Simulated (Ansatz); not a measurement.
CH$_{5}$FGeSiZn (`[F][Zn][GeH]1[CH2][SiH2]1`). The species carries charge 0 and has multiplicity 1.

```xyz
10

F    -2.6185   -1.7414   -3.0459
Zn   -1.2993   -1.0062   -2.1416
Ge    0.4383   -0.0735   -0.8894
C    -0.0795    1.1071    0.6745
Si    0.7146   -0.4339    1.3763
H     1.6427    0.5115   -1.6376
H    -1.1436    1.2578    0.8311
H     0.4746    2.0404    0.7276
H    -0.1746   -1.3756    2.0953
H     2.0452   -0.2861    2.0096
```

(1) What are the harmonic wavenumbers in cm⁻¹ at PBE0-D4/def2-TZVP (Ansatz, finite differences of forces, unscaled)? (An estimate is asked.)

(2) Is this a minimum?

(3) Give the ideal-gas thermochemistry at 298.15 K and 1 bar (rigid rotor, harmonic oscillator; point group C1, symmetry number 1).

Results:

(1) The calculation gave: 55, 75, 123, 135, 238, 337, 386, 455, 459, 561, 604, 653, 656, 736, 761, 873, 894, 919, 1371, 2148, 2237, 2260, 3131, 3213.

(2) Yes, all 24 modes are real.

(3) Zero-point energy 139.3 kJ/mol; H(298) − E = 164.0 kJ/mol; entropy 392.4 J/(mol·K), of which translation 175.1, rotation 121.9, vibration 95.5; G(298) − E = 47.0 kJ/mol. Modes under 100 cm⁻¹ are hindered rotations or soft bends, so the harmonic entropy is rough.
